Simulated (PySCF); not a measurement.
Static response to an electric field

Compound: C₅H₆Cl₂O₂.
Structure used (GFN2-xTB), in Å, numbered top down from 1:
```
atom  x, y, z in Å
C1     3.252    0.561    0.520
C2     2.191   -0.155    0.204
O3     0.920    0.295    0.500
C4    -0.122   -0.485    0.197
O5    -0.049   -1.567   -0.314
C6    -1.424    0.182    0.618
C7    -2.525   -0.179   -0.361
Cl8   -4.111    0.317    0.265
Cl9   -2.229    0.621   -1.923
H10    3.161    1.510    1.017
H11    4.238    0.208    0.284
H12    2.224   -1.114   -0.296
H13   -1.688   -0.194    1.610
H14   -1.285    1.262    0.679
H15   -2.557   -1.254   -0.548
```

Level: PBE0/def2-SVPD (PySCF), static field, nuclei fixed, core orbitals frozen in the response. The polarisability tensor in these axes (au):

```
x   128.70   6.49   1.12
y     6.49  80.85   2.54
z     1.12   2.54  83.50
```

Task: Give the principal values, the mean and the anisotropy Δα = √{½[(α1 − α2)² + (α2 − α3)² + (α1 − α3)²]}.

Result: Principal values 78.78, 84.66 and 129.61 au; mean 97.68 au = 14.48 Å³ = 16.11 × 10⁻⁴⁰ C²·m²/J; Δα = 48.16 au (49 % of the mean).

Task: What is the dipole moment, and where does it point?

Result: (1.77, 0.54, 1.69) D, 2.50 D in size, pointing from the negative to the positive side. Measured along this direction, the outermost atoms are Cl9 and Cl8 at the negative end and H10 and H11 at the positive end.

Task: In TDDFT the mean static polarisability is Σ f/ω² over all singlet excitations (ω in hartree). How much of it do the 6 lowest give? Their energies (eV) and oscillator strengths: 5.75, 0.0014; 6.13, 0.3340; 6.77, 0.0013; 6.81, 0.0082; 7.04, 0.0383; 7.20, 0.0009.

Result: They add up to 7.34 au, 7.5 % of the 97.68 au; the largest single term is 6.57 au, from the state at 6.13 eV. Terms in order: 0.03, 6.57, 0.02, 0.13, 0.57, 0.01 au. Higher excitations give the rest. The strengths listed sum to 0.384.

Task: What would n − 1 = 2πNα be for an ideal gas of these molecules at 400 K and 1 atm, electronic part alone?

Result: N = p/kT = 1.8347 × 10¹⁹ cm⁻³, so n − 1 = 2π × N × 14.48 × 10⁻²⁴ cm³ = 1669 × 10⁻⁶ at long wavelengths, for an ideal gas.

Task: Give the eigenvalues of the traceless quadrupole moment Θ = ½Σq(3rr − r²1), origin at the centre of nuclear charge.

Result: -5.83, -1.17, 7.00 D·Å. The values depend on the origin, since the dipole doesn't vanish. The electronic extent ⟨r²⟩ about the same centre is 2242 bohr², a root-mean-square distance of 2.70 Å for the 86 electrons.

Task: Find the Langevin capture rate constant for H3+ (3.023 u) meeting this molecule (167.974 u), k = 2.342 × 10⁻⁹ cm³/s × √(α in Å³ / reduced mass in u).

Result: The reduced mass is 2.97 u, so k = 5.17 × 10⁻⁹ cm³/s. The formula leaves out the permanent dipole, which adds to the capture rate.

Isolated species at its GFN2-xTB geometry (one conformer only).
